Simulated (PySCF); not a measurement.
Caution: the restricted solution is unstable towards spin-unrestricted or complex orbitals, so a lower solution exists and this singlet may not be the ground state.  The multiplicity is imposed and other spin states were not computed.

**[Ru(CO)] (charge 0, multiplicity 1)**

Level of theory: PBE-D3(BJ)/def2-TZVP // PBE-D3(BJ)/def2-SVP run with PySCF 2.14.0.

```json
{
 "HOMO": "-3.42 eV",
 "dipole_moment": "0.941 e·Å",
 "HOMO–LUMO gap": "-0.71 eV",
 "LUMO": "-4.12 eV",
 "charge on the central atom (Mulliken)": "0.28 e",
 "mean C–O bond length of the carbonyls": "1.188 Å",
 "total_energy": "-208.1108 Ha",
 "cost": "very roughly 40 core-seconds"
}
```

Bonds (Å): Ru1–C3 1.760, O2–C3 1.188. Angles (°): Ru1–C3–O2 180.0.
